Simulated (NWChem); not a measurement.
hydrogen sulfate (HSO4 anion); SMILES O=S(=O)([O-])O

```xyz
6

O     -0.6101     1.3333     0.5380
S      0.0419    -0.1456    -0.0387
O      1.0993     0.3388    -0.9769
O     -1.1145    -0.8135    -0.6806
O      0.5475    -0.8169     1.1823
H     -0.0481     1.9968     0.1164
```
Atoms are numbered in this order, from 1.

Program: NWChem. Sets without diffuse functions describe the anion's extra electron poorly. The geometry was optimised at B3LYP/def2-SVPD. The highest occupied level is positive in some or all of these runs, so the extra electron may be held by the finite basis. Level PBE/def2-SVP: single points from the atomic guess with DIIS by default; each run changes one setting, and all converged runs end within 0.3 mHa of each other. NWChem's automatic level shift, which a small gap switches on, acted in some of these runs.

Q: Which setting needs the most SCF iterations, or fails (no level shifting; no DIIS, 40 % damping; occupation smearing of 0.005 Ha; defaults; core-Hamiltonian guess)?

A: no DIIS, 40 % damping, with 38 against 10 for the defaults.
```tsv
setting	SCF iterations
defaults	10
core-Hamiltonian guess	15
no DIIS, 40 % damping	38
no level shifting	10
occupation smearing of 0.005 Ha	10
```
